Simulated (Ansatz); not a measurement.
Reaction (redistribution): `[NH]=[V]([OH])([OH])[OH]` + `C[SiH](N)O` → `[NH]=[V]([NH2])([OH])[OH]` + `C[SiH](O)O`

Computed with Ansatz on PBE0-D4/def2-TZVP structures; ΔE is electronic, products minus reactants. CCSD(T)/CBS adds triple-zeta CCSD(T) − MP2 to the extrapolated MP2 energy (def2 sets, frozen cores). DFT in def2-TZVPP. B3LYP here is the variant with VWN-RPA as its local correlation; programs differ in this. For V outer-core shells are correlated without core-valence functions, which leaves a few kJ/mol of doubt a bond. Scalar relativity is left out up to krypton. Each species was taken in one conformer, which may not be the lowest.

| level | ΔE (eV) |
| --- | --- |
| ωB97X-V | -0.16 |
| PBE | -0.13 |
| r2SCAN | -0.15 |
| B3LYP | -0.18 |
| CCSD/def2-TZVPP | -0.21 |
| CCSD(T)/def2-TZVPP | -0.22 |
| MP2/def2-QZVPP | -0.24 |
| CCSD/CBS(def2) | -0.22 |

**Question.** What does CCSD(T)/CBS give? (An estimate is asked.)

**Answer.** The calculation gave: -0.23 eV. The listed levels differ from it by 0.07, 0.10, 0.08, 0.05, 0.02, 0.01, -0.01, 0.01 eV.

Largest T1 diagnostic among the species: 0.030, so the coupled-cluster value is less sure than usual.

From PBE to PBE0 (25 % exact exchange), in def2-TZVPP and without D4, ΔE moves by −0.03 eV.
